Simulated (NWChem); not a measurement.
# CH3ClTe; SMILES C[Te]Cl

All runs: NWChem. Medium grid unless said otherwise, to which SCAN and Minnesota functionals are sensitive. Structure relaxed at the PBE0/def2-SVP level. def2 effective core potentials on Te; no spin-orbit coupling.

Problem. Order these by “highest occupied level (eV)”, lowest first: TPSS/def2-SVP; r2SCAN/def2-SVP; B3LYP/def2-SVP; PBE/def2-SVP; BLYP/def2-SVP.

Solution. B3LYP/def2-SVP (-5.82), r2SCAN/def2-SVP (-5.26), TPSS/def2-SVP (-5.09), PBE/def2-SVP (-4.95), BLYP/def2-SVP (-4.73)
